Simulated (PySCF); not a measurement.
**`Brc1ccc2[nH]ccc2c1`, C8H6BrN**

Molfile (atoms numbered from 1):
```
C8H6BrN
     RDKit          3D

 16 17  0  0  0  0  0  0  0  0999 V2000
    3.0814   -1.2211    0.2860 Br  0  0  0  0  0  0  0  0  0  0  0  0
    1.3721   -0.4267    0.1158 C   0  0  0  0  0  0  0  0  0  0  0  0
    1.2988    0.9548   -0.1479 C   0  0  0  0  0  0  0  0  0  0  0  0
    0.0666    1.5767   -0.2806 C   0  0  0  0  0  0  0  0  0  0  0  0
   -1.0826    0.7927   -0.1448 C   0  0  0  0  0  0  0  0  0  0  0  0
   -2.4093    1.1278   -0.2240 N   0  0  0  0  0  0  0  0  0  0  0  0
   -3.1766    0.0076   -0.0194 C   0  0  0  0  0  0  0  0  0  0  0  0
   -2.3658   -1.0769    0.1968 C   0  0  0  0  0  0  0  0  0  0  0  0
   -1.0156   -0.6020    0.1219 C   0  0  0  0  0  0  0  0  0  0  0  0
    0.2413   -1.2151    0.2531 C   0  0  0  0  0  0  0  0  0  0  0  0
    2.2196    1.5313   -0.2470 H   0  0  0  0  0  0  0  0  0  0  0  0
    0.0066    2.6479   -0.4853 H   0  0  0  0  0  0  0  0  0  0  0  0
   -2.7666    2.0541   -0.4048 H   0  0  0  0  0  0  0  0  0  0  0  0
   -4.2630    0.0689   -0.0438 H   0  0  0  0  0  0  0  0  0  0  0  0
   -2.6944   -2.0958    0.3873 H   0  0  0  0  0  0  0  0  0  0  0  0
    0.3290   -2.2833    0.4577 H   0  0  0  0  0  0  0  0  0  0  0  0
  1  2  1  0
  2  3  2  0
  3  4  1  0
  4  5  2  0
  5  6  1  0
  6  7  1  0
  7  8  2  0
  8  9  1  0
  9 10  2  0
 10  2  1  0
  9  5  1  0
  3 11  1  0
  4 12  1  0
  6 13  1  0
  7 14  1  0
  8 15  1  0
 10 16  1  0
M  END
```

Level of theory: quadratic response CAM-B3LYP/aug-cc-pVDZ first hyperpolarisability, Taylor convention, gas phase in PySCF. Geometry: PBE0-D3(BJ)/def2-SVP.

The calculation is non-relativistic, which matters for the atoms heavier than Zn.

Problem. Give the tensor of the second harmonic β(−2ω;ω,ω) at 1907 nm in the axes of these coordinates.

Solution. In au, Taylor convention; rows are the first index (the induced dipole):
```
      xx     yy     zz    xy     xz     yz
x  -70.1   -6.2  +11.5  -9.6   +0.7   +3.1
y   -5.9  +26.6  +23.3  -4.5   +2.8   +4.3
z    0.0   +4.3  -13.5  +2.8  +11.8  +23.2
```
Norm of βᵢ = ⅓ Σⱼ (βᵢⱼⱼ + βⱼᵢⱼ + βⱼⱼᵢ): 76.3 au, hyper-Rayleigh value 35.2 au.
